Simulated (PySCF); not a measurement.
## Energy of Pt⁻ (platinum, charge -1) between two integer charges

The 6s beta orbital of [Xe] 4f14 5d9 6s2 is emptied in steps (occupation f), with all orbitals relaxed, ending at [Xe] 4f14 5d9 6s1. Computed with PySCF 2.14 in aug-cc-pVDZ-PP with ECP60MDF (5s5p4d2f, 54 functions), with a scalar-relativistic core potential. The exact energy is a straight line in f; departures are measured from the line between the end points of the same method.

```
  f  BHandHLYP (eV)  M06-2X (eV)
  1           0.000        0.000
0.8          -0.188       -0.168
0.6          -0.289       -0.262
0.4          -0.296       -0.277
0.2          -0.202       -0.204
  0           0.000        0.000
```

| method | E(f=0) − E(f=1) (eV) | −ε at f=1 (eV) | −ε at f=0.4 (eV) |
| --- | --- | --- | --- |
| BHandHLYP | 1.601 | 0.460 | 1.814 |
| M06-2X | 1.490 | 0.484 | 1.622 |

Orbital energy along the path (eV):

```json
{"f": "1", "BHandHLYP": "-0.460", "M06-2X": "-0.484"}
{"f": "0.8", "BHandHLYP": "-0.871", "M06-2X": "-0.829"}
{"f": "0.6", "BHandHLYP": "-1.324", "M06-2X": "-1.210"}
{"f": "0.4", "BHandHLYP": "-1.814", "M06-2X": "-1.622"}
{"f": "0.2", "BHandHLYP": "-2.336", "M06-2X": "-2.127"}
{"f": "0", "BHandHLYP": "-2.893", "M06-2X": "-2.912"}
```

Reference removal energy between the ground levels: 2.125 eV (measured; photodetachment measurements, as compiled on the Wikipedia data page of electron affinities). The calculation has no spin-orbit coupling.
